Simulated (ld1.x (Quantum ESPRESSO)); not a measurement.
Pseudopotential generation for carbon: PAW, PBE, scalar-relativistic.

carbon, PAW, made with ld1.x (Quantum ESPRESSO) 7.5 (PBE, scalar-relativistic). Core [He], reference 2s2 2p1 (charge +1). Waves: 2s (bound): rcut 0.80, rcutus 1.00 bohr; 2s channel at 0.75 Ry: rcut 0.80, rcutus 1.00 bohr; 2p (bound): rcut 1.30, rcutus 1.70 bohr; 2p channel at -0.25 Ry: rcut 1.30, rcutus 1.70 bohr; 3d channel at 0.4 Ry: rcut 1.00, rcutus 1.25 bohr; 3d channel at 1.9 Ry: rcut 1.00, rcutus 1.25 bohr. Local part: all-electron potential smoothed inside 1.20 bohr (lloc = -1). Core correction: Bessel-smoothed model core inside 0.55 bohr. Augmentation charge: BESSEL, radius 0.90 bohr.

All-electron outer shells of the reference configuration (PBE, scalar-relativistic, ld1.x):

```
shell  level (eV)  outermost node (bohr)  outermost maximum (bohr)
   2s      -25.76                   0.38                      1.17
   2p      -17.00                      –                      1.11
```

What the tests gave:

```
Cutoffs needed                            : 30 Ry and 40 Ry (the cutoffs (Ry, on a coarse ladder) from which the occupation-weighted sum of valence levels, in a spherical-Bessel basis at the reference potential, stays within 10 and 1 mRy of its value at 400 Ry)
Ghost test                                : no extra level below or beside the all-electron valence levels (s, p, d, f tested) (spherical-Bessel basis up to 400 Ry, 20 bohr box)
Largest excitation error                  : -14 meV (all-electron minus pseudo) for 2s1 2p0, out of 7 test configurations
Lowest eigenvalue of the overlap operator : 0.55 (s channel)
```

Generation and tests took about 1.6 s on one core of a shared server CPU.
